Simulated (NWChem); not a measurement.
Species: CH2NO cation; SMILES [OH+]=C=N

```xyz
5

N     -0.0302     1.1896     0.0000
C     -0.0170     0.0422     0.0000
O     -0.1198    -1.1882     0.0000
H     -0.0388     2.2064     0.0000
H      0.7020    -1.7252     0.0000
```
Atoms are numbered in this order, from 1.

All runs: NWChem. Geometry optimised at PBE0/def2-SVP; all other runs use it. Pople sets run with spherical d functions. Vzz has the sign of the potential's second derivative.

| quantity | level | value |
|---|---|---|
| isotropic polarisability (bohr³) at 589 nm | PBE0/Sadlej pVTZ | ___ |
| cavity-dispersion-structure term (kcal/mol) in water | PBE0/def2-SVP, SMD | 5.8 |
| first 1s excitation (eV), O K edge, unshifted | PBE0/cc-pVTZ, TDA | 523.6 |
| charge (e), ESP O3 | B3LYP/def2-SVP | ___ |
| Vzz N1 (a.u.) | B3LYP/6-31G* | 0.358 |
| highest harmonic frequency (cm⁻¹) | PBE0/def2-SVP | ___ |

### Question
Some entries are withheld; supply them.

### Answer

- isotropic polarisability (bohr³) at 589 nm, value: 19.1
- charge (e), ESP O3, value: -0.29
- highest harmonic frequency (cm⁻¹), value: 3707
